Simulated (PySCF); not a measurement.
C2H5F3O3Si.
Atom-mapped SMILES: `[OH:1][SiH2:2][O:3][CH2:4][O:5][C:6]([F:7])([F:8])[F:9]` (hydrogens: H10 on O1; H11, H12 on Si2; H13, H14 on C4)

Structure used (GFN2-xTB), in Å, numbered top down from 1:
```
atom  x, y, z in Å
O1    -1.580   -0.708    1.146
Si2   -1.829    0.586    0.208
O3    -0.396    1.036   -0.444
C4     0.470    0.299   -1.178
O5     0.983   -0.838   -0.473
C6     1.794   -0.586    0.538
F7     2.276   -1.735    1.005
F8     2.860    0.164    0.191
F9     1.246    0.048    1.578
H10   -2.246   -1.087    1.711
H11   -2.763    0.230   -0.860
H12   -2.121    1.804    0.939
H13    1.308    0.940   -1.486
H14   -0.003   -0.154   -2.058
```

The closed-shell SCF was solved with PySCF and density fitting under several settings on one GFN2-xTB geometry (grid level 2 and gas phase unless stated).

```tsv
settings	basis functions	SCF cycles	E (Eh)	HOMO (eV)	LUMO (eV)	dipole (D)
KT2/pcSseg-1	185	16	-904.8642	-7.34	-0.39	3.19
BHandHLYP/3-21G	95	12	-888.8753	-9.85	2.04	3.92
BP86/6-31G, IEF-PCM chloroform	95	14	-893.7429	-6.95	0.03	4.43
BLYP/pcSseg-1	185	15	-893.8494	-7.12	-0.22	3.15
```

Question: Estimate the row for these settings: BP86/aug-cc-pVDZ, energy threshold 1e-08 Eh, fitting basis def2-qzvpp-jkfit.

Answer: 
```json
{"settings": "BP86/aug-cc-pVDZ, energy threshold 1e-08 Eh, fitting basis def2-qzvpp-jkfit", "basis functions": "256", "SCF cycles": "13", "E (Eh)": "-894.0786", "HOMO (eV)": "-7.34", "LUMO (eV)": "-0.89", "dipole (D)": "3.04"}
```

Question: Over all rows, what range does the HOMO–LUMO gap span?

Answer: From 6.45 eV (BP86/aug-cc-pVDZ, energy threshold 1e-08 Eh, fitting basis def2-qzvpp-jkfit) to 11.89 eV (BHandHLYP/3-21G). The functional of the narrowest has no exact exchange, that of the widest 50 % exact exchange.

Question: And the dipole moment?

Answer: From 3.04 D (BP86/aug-cc-pVDZ, energy threshold 1e-08 Eh, fitting basis def2-qzvpp-jkfit) to 4.43 D (BP86/6-31G, IEF-PCM chloroform); the largest is 1.46 times the smallest, and the median is 3.19 D.

Cycle counts include a coarse-grid stage where the run had one. KT2 was designed for NMR shieldings or shifts; total energies of different functionals aren't comparable. One conformer (not necessarily the lowest) at the GFN2-xTB geometry, without vibrations or thermal averaging.
